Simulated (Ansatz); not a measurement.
Species: H₅BSi₂, SMILES `B=[SiH][SiH3]` (charge 0, multiplicity 1).

Question: Give a relaxed geometry from Ansatz (a program for electronic structure) with PBE0-D3(BJ)/def2-TZVP.

Answer: the end point of this relaxation (outside a Z-matrix the atoms follow the SMILES, hydrogens last).
Bond lengths (Å): B1–Si2 1.833, B1–H4 1.183, Si2–Si3 2.320, Si2–H5 1.484, Si3–H6 1.487, Si3–H7 1.487, Si3–H8 1.488. Angles (°): Si2–B1–H4 167.3, B1–Si2–Si3 107.4, B1–Si2–H5 117.2, Si3–Si2–H5 121.2, Si2–Si3–H6 112.5, Si2–Si3–H7 106.7, Si2–Si3–H8 111.2, H6–Si3–H7 109.5, H6–Si3–H8 108.3, H7–Si3–H8 108.6.
